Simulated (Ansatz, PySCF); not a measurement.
Species: InF₃, charge 0, multiplicity 1. 
Coordinates optimised at B3LYP-D3(BJ)/def2-TZVP (Ansatz, an electronic-structure program):
```
In
F 1 1.9318
F 1 1.9318 2 120.00
F 1 1.9318 2 120.00 3 -180.00
```
Charge 0, spin multiplicity 1.

Wanted: atomisation energy (electronic, to ground-state atoms), in kcal/mol. Cores are frozen in the correlated levels unless marked. Open shells are spin-unrestricted. Spin-orbit coupling is left out. The frozen core is the preceding noble-gas configuration, with the filled d and f shells of earlier blocks. In def2 rows, elements after Kr have scalar-relativistic effective core potentials. STO-3G rows are all-electron and non-relativistic. The coupled-cluster limit lacks core correlation, which all-electron functionals hold. CBS(X,Y): correlation extrapolated as X^-3; Hartree-Fock from the larger set. The bracket is a focal-point correction in the basis named.

```
level                                                                 program  atomisation energy (kcal/mol)  rough core time
-------------------------------------------------------------  --------------  -----------------------------  ---------------
HF/STO-3G                                                              Ansatz                          159.2                -
SVWN5/def2-TZVPD                                                       Ansatz                          350.7       under 20 s
PBE-D3(BJ)/def2-TZVPD                                          Ansatz + dftd3                          301.1       under 20 s
BLYP/def2-TZVPD                                                        Ansatz                          289.5       under 20 s
revPBE/def2-TZVPD                                                      Ansatz                          284.1       under 20 s
r2SCAN-D4/def2-TZVPD                                           Ansatz + dftd4                          292.6       under 20 s
BHLYP-D3(BJ)/def2-TZVPD                                        Ansatz + dftd3                          261.1       under 20 s
TPSSh/def2-TZVPD                                                        PySCF                          286.9                -
r2SCAN0-D4/def2-TZVPD                                          Ansatz + dftd4                          274.6       under 20 s
CAM-B3LYP-D4/def2-TZVPD                                        Ansatz + dftd4                          290.7       under 20 s
LC-wPBE-D3(BJ)/def2-TZVPD                                      Ansatz + dftd3                          300.2       under 20 s
RPA@PBE/def2-QZVPP                                                     Ansatz                          271.3       under 20 s
MP2/def2-SVPD                                                          Ansatz                          314.1                -
MP2/def2-TZVPP                                                         Ansatz                          319.8                -
SCS-MP2/STO-3G                                                         Ansatz                          201.0                -
SCS-MP2/def2-TZVPP                                                     Ansatz                          305.2                -
SCS-MP2/def2-TZVPPD                                                    Ansatz                          308.0                -
CCSD/STO-3G                                                            Ansatz                          204.5                -
CCSD(T)/def2-SVP                                                       Ansatz                          268.7       under 20 s
CCSD(T)/def2-TZVPPD                                                    Ansatz                          295.5             29 s
RI-MP2/CBS(def2-TZVPPD,def2-QZVPPD)+[CCSD(T)-MP2]/def2-TZVPPD          Ansatz                          306.4             40 s
```

Core times are rough, on shared machines, summed over the molecules involved; a dash marks a level read off another run, or run on other hardware, by another program or under a memory cap.
